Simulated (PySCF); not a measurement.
# Reading the logs of faulty runs: H10Si4

All numbers below are calculated, not measured. The program is PySCF 2.14.0, an open-source quantum chemistry code, run on an isolated molecule that a program drew, which may never have been made. The molecule is H10Si4 (charge 0, singlet), drawn as the SMILES string `[SiH3][SiH]([SiH3])[SiH3]`.

Each row is a Hartree-Fock (HF) and frozen-core CCSD(T) single point in the cc-pV(D+d)Z basis, meant for a local HF minimum. Run 1 is clean. Each other run has one planted mistake out of seven kinds, and not every kind appears here: one electron removed, one electron added, multiplicity raised by two, geometry at a saddle point, minimal basis STO-3G, one bond length entered in bohr, all coordinates scaled. The reference is restricted for singlets and unrestricted otherwise, and also for a bond in bohr. Adding or removing an electron swaps singlet and doublet. Electrons count all cores. HOMO and LUMO are orbital energies over both spins, the gradient is its largest component, and the lowest frequency (negative if imaginary) is given only where the gradient is small. Bond lengths are over the 13 bonds as drawn. T1 is the CCSD diagnostic: over 0.02 (restricted) or 0.045 (unrestricted) a single reference is doubtful.

Geometry of the clean run:
```xyz
14
H10Si4, angstrom
Si    0.1937   -0.5354    1.9726
Si   -0.0659   -0.5402   -0.3844
Si    1.7717    0.5324   -1.4312
Si   -2.1058    0.4977   -1.0046
H     1.4577   -1.2096    2.3558
H     0.2311    0.8609    2.4715
H    -0.9392   -1.2399    2.6199
H    -0.1039   -1.9550   -0.8467
H     1.8451    1.9475   -0.9927
H     3.0410   -0.1428   -1.0681
H     1.6182    0.5006   -2.9058
H    -2.2808    0.4565   -2.4766
H    -2.1034    1.9147   -0.5666
H    -3.2527   -0.1932   -0.3672
```

```
run,electrons,basis functions,<S^2>,HOMO (eV),LUMO (eV),gradient (hartree/bohr),lowest frequency (cm^-1),mean bond (Å),longest bond (Å),T1,HF (hartree),CCSD(T) (hartree),mistake
1,66,142,0.000,-10.41,3.08,3.6e-05,78,1.6885,2.371,0.0133,-1161.55796,-1162.07820,no fault
2,66,142,2.020,-3.86,-2.30,3.3e-02,-,1.6885,2.371,0.0456,-1161.33058,-1161.85028,multiplicity raised by two
3,66,142,0.000,-10.15,2.61,2.9e-02,-,1.7898,2.514,0.0135,-1161.52140,-1162.04566,all coordinates scaled
4,65,142,0.771,-15.14,-7.97,6.0e-02,-,1.6885,2.371,0.0214,-1161.22039,-1161.72164,one electron removed
5,66,142,0.825,-9.11,1.15,1.0e-02,-,1.7900,2.803,0.0412,-1161.44840,-1161.95813,?
```

**Which mistake was planted in run 5, and what did it cost?**

The mean bond changes by a factor of 1.060 and the longest by 1.182, so the molecule wasn't scaled as a whole. A length L in bohr read as angstrom grows by (1/0.5292 - 1) L = 0.890 L. The 13 bonds together grew by 13 x 0.1015 = 1.320 Å, which gives L = 1.483 Å. That is the length of one of the H-Si bonds, 1.483 Å in the clean geometry. So the mistake is: one bond length entered in bohr. Subtracting run 1 and multiplying by 627.51 kcal/mol a hartree, the energy moved by 68.7 kcal/mol in HF and 75.3 kcal/mol in CCSD(T).

Cautions from the logs. Run 2: T1 is over the limit, so its CCSD(T) energy is less reliable.
